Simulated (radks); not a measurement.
Results of a calculation; reference values are marked as such.
Numerical settings for neutral nickel, [Ar] 3d8 4s2. Code: a radial shooting solver on a logarithmic mesh with Libxc functionals. Model: non-relativistic Kohn-Sham, PBE, spin-polarised, spherical densities, point nucleus; open shells are filled with parallel spins first. The defaults (mesh step 0.008 in ln r, mesh end at 40 bohr or more with all orbitals vanishing there, Anderson mixing 0.5 over 9 steps, residual threshold near 1e-9 with the energy settled to 1e-9 hartree or 1e-11 of itself, here a cap of 81 iterations) give E = -1508.0211 hartree and 4s at -5.352 eV in 14 iterations. Run on one thread of a shared host, so times are rough (Intel(R) Xeon(R) 6975P-C): 0.11 s of CPU time, 0.12 s wall, 14 iterations on 2669 mesh points. Changes against that run (0 stands for a change within the tolerance of the run):

setting                     iterations  converged  E (mhartree)  e(4s) (meV)  CPU (s)
mesh step in ln r 0.05              14        yes       +0.0084            0     0.02
mesh step in ln r 0.02              14        yes             0            0     0.05
mesh step in ln r 0.003             14        yes             0            0     0.29
mesh end (bohr) 20                  14        yes             0            0     0.11
mesh end (bohr) 5                   14        yes         +82.3    +2.25e+03      0.1
residual threshold 1e-13            81         no             0            0     0.34
residual threshold 1e-05            11        yes             0     -0.00785      0.1
mixing 0.01                          7         no      diverged            -     0.11
linear mixing, mixing 0.05          81         no       +0.0197        -38.8     0.59
linear mixing, mixing 0.5           40        yes             0            0     0.24
mixing history 2                    30        yes             0            0     0.18
iteration cap 8                      8         no      +0.00182        +6.37     0.07

Settings that end as converged yet miss the energy by more than 1 mhartree: mesh end (bohr) 5 (+0.0823 hartree). A mesh that ends early acts as a hard wall.
